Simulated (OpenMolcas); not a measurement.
Computed levels of 4s2 4p in ions with 31 electrons, in cm-1 above 2P* 1/2.

```json
{
  "Program": "OpenMolcas 26.06",
  "Method": "MS-CASPT2, IPEA 0.25 Eh, imaginary shift 0.1 Eh",
  "Basis": "ANO-RCC-VTZP",
  "Scalar Hamiltonian": "DKH2, point nucleus",
  "Spin-orbit coupling": "RASSI with atomic mean-field integrals over the reference wave functions, term energies averaged over their components"
}
```

Active space for each ion: 3 electrons in 8 orbitals (4s 4p 5s 5p); closed shells correlated by CASPT2: 3d.

```json
{"Level": "2P* 3/2", "Ge+": "1576", "As2+": "2650", "Se3+": "3950", "Kr5+": "7310"}
```

Q: Estimate 2P* 3/2 for Br4+ from its neighbours Se3+ and Kr5+.

A: 2P* 3/2 is fine structure, which grows about as the fourth power of a screened charge, so the fourth roots are averaged: ((3950^0.25 + 7310^0.25) / 2)^4 = 5437. The calculation gives 5470, so the estimate is off by -0.6 %; the measured value is 6090 (Moore, Atomic Energy Levels, vol. II, NSRDS-NBS 35 (1971 reprint of NBS Circular 467, 1952)).

Over all roots computed the reference weight is 0.90 to 0.97 in Ge+, 0.88 to 0.99 in As2+, 0.88 to 0.99 in Se3+, 0.90 to 0.99 in Br4+, 0.90 to 0.99 in Kr5+; the roots of lowest weight are the least certain, and an intruder state may touch them. Some high roots are left out of the spin-orbit mixing, which shifts the levels that they would mix with (holds for Ge+). The run also gave levels led by 4s2 5p, 4s2 5s, which use shells meant for correlation; these and all levels above them are left out (holds for Ge+). The run also gave levels led by 4s2 5p, which use shells meant for correlation; these and all levels above them are left out (holds for As2+; Se3+). Active for correlation alone: 5p 5s; no level in the range computed is led by a configuration that fills them, so any true level of that kind is missing (holds for Br4+; Kr5+). Computed and measured levels are paired by configuration, term and J; levels that our copy of the source lacks, or whose pairing is in doubt (as where it misses far off the trend of its configuration), stay unpaired and out of the deviations. Levels of configurations outside the active space are missing.

* marks odd parity.
